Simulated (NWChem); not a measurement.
Species: InHClF; SMILES [F][InH][Cl]

def2 effective core potentials on In; no spin-orbit coupling.

Task: Give the equilibrium geometry at PBE-D3(BJ)/def2-SVP with def2 effective core potentials on In (NWChem) as an XYZ file, with the point group.

Result: point group Cs; any orientation.
```
4

In    -0.2694    -0.4463     0.0000
H     -1.8349    -1.1442     0.0000
F      1.3807    -1.5278     0.0000
Cl     0.2757     1.8442     0.0000
```
